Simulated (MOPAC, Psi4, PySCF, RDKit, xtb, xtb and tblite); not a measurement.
Two geometries of SMILES C=Cc1ccc(C(C)C)cc1 (C11H14), relaxed at GFN2-xTB with one dihedral held; other torsions can differ between them too.

Structure A

```
25

C      4.2193    -0.7915    -0.4763
C      3.4304    -0.8254     0.5881
C      2.0215    -0.4338     0.5871
C      1.0930    -1.1754     1.3151
C     -0.2484    -0.8514     1.2906
C     -0.7097     0.2284     0.5457
C     -2.1732     0.5935     0.5182
C     -3.0077    -0.5487    -0.0656
C     -2.6679     0.9661     1.9176
C      0.2174     0.9705    -0.1753
C      1.5599     0.6443    -0.1630
H      3.8706    -0.4319    -1.4302
H      5.2446    -1.1176    -0.4347
H      3.8004    -1.2334     1.5211
H      1.4312    -2.0192     1.9005
H     -0.9439    -1.4493     1.8611
H     -2.2939     1.4690    -0.1299
H     -4.0517    -0.2519    -0.1412
H     -2.6488    -0.8104    -1.0588
H     -2.9476    -1.4328     0.5641
H     -3.7068     1.2866     1.8767
H     -2.0705     1.7782     2.3265
H     -2.5976     0.1161     2.5917
H     -0.1178     1.8181    -0.7573
H      2.2637     1.2416    -0.7240
```

Structure B

```
25

C     -4.2675    -0.7135    -0.4391
C     -3.4256    -0.8500     0.5721
C     -1.9870    -0.5668     0.4792
C     -1.5254     0.7005     0.1388
C     -0.1710     0.9670     0.0837
C      0.7641    -0.0197     0.3729
C      2.2453     0.2623     0.3144
C      2.6351     1.3337     1.3351
C      2.6659     0.6789    -1.0967
C      0.2994    -1.2798     0.7282
C     -1.0544    -1.5490     0.7958
H     -3.9417    -0.3331    -1.3935
H     -5.3133    -0.9553    -0.3507
H     -3.7622    -1.2689     1.5130
H     -2.2401     1.4793    -0.0861
H      0.1583     1.9606    -0.1833
H      2.7781    -0.6609     0.5696
H      3.7122     1.4876     1.3271
H      2.3358     1.0299     2.3359
H      2.1518     2.2801     1.1056
H      3.7442     0.8154    -1.1433
H      2.3817    -0.0849    -1.8174
H      2.1896     1.6135    -1.3823
H      1.0085    -2.0617     0.9634
H     -1.3955    -2.5347     1.0795
```

**Question.** Which is lower in energy at the level Psi4 1.11 with B3LYP-D3(BJ)/def2-SVP // GFN2-xTB, and by how much?

**Answer.** A is lower, by 7.71 kJ/mol (dihedral C1–C2–C3–C4: 140° in A, 60° in B).

E(B) − E(A) in kJ/mol at the other levels, on the same two geometries: GFN2-xTB (xtb and tblite) 5.47; MMFF94 // GFN2-xTB (RDKit) 0.93; B3LYP/def2-SVP // GFN2-xTB (Psi4) 7.48; PBE/def2-SVP // GFN2-xTB (Psi4) 8.05; PBE-D3(BJ)/def2-SVP // GFN2-xTB (Psi4) 8.17; UFF // GFN2-xTB (RDKit) 8.12; AM1, restricted, heats of formation // GFN2-xTB (MOPAC) 3.05; PM3, restricted, heats of formation // GFN2-xTB (MOPAC) 2.08; GFN1-xTB // GFN2-xTB (xtb) 5.20; restricted B3LYP/6-31G*, spherical d, density fitting // GFN2-xTB (PySCF) 7.29; restricted Hartree-Fock/LANL2DZ, density fitting // GFN2-xTB (PySCF) 6.22; restricted Hartree-Fock/6-31G*, spherical d, density fitting // GFN2-xTB (PySCF) 4.80; restricted M06-2X/6-31G*, spherical d, density fitting // GFN2-xTB (PySCF) 6.70.
